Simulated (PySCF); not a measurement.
# Working out the electron affinity of Sn

Sn⁻ [Kr] 4d10 5s2 5p3 (4S) → Sn [Kr] 4d10 5s2 5p2 (3P). All numbers are calculated (PySCF 2.14, scalar relativity through the core potential, in aug-cc-pVDZ-PP with ECP28MDF (5s4p3d, 32 functions)). Frozen: 4s2 4p6 4d10. Energies in hartree (1 hartree = 27.21139 eV):

```
             part  Sn⁻ (lower)   Sn (upper)
              UHF  -213.371032  -213.335453
MP2 opposite-spin    -0.032972    -0.028959
    MP2 same-spin    -0.014519    -0.006346
```

Q: What does Hartree-Fock give?

A: (-213.335453) − (-213.371032) = 0.035579 hartree = 0.968 eV.

Q: What do MP2 and SCS-MP2 (6/5 opposite-spin, 1/3 same-spin) give?

A: The opposite-spin parts differ by 0.109 eV and the same-spin parts by 0.222 eV. MP2: 0.968 + (0.109) + (0.222) = 1.299 eV. SCS-MP2: 0.968 + 1.2 × (0.109) + (0.222)/3 = 1.173 eV.

Reference: 1.112 eV (measured; photodetachment measurements, as compiled on the Wikipedia data page of electron affinities), between the lowest levels; spin-orbit coupling is absent from the calculation.

A double-zeta basis recovers only part of the correlation energy.

What remains against the reference includes basis incompleteness, the frozen core and correlation beyond second order.
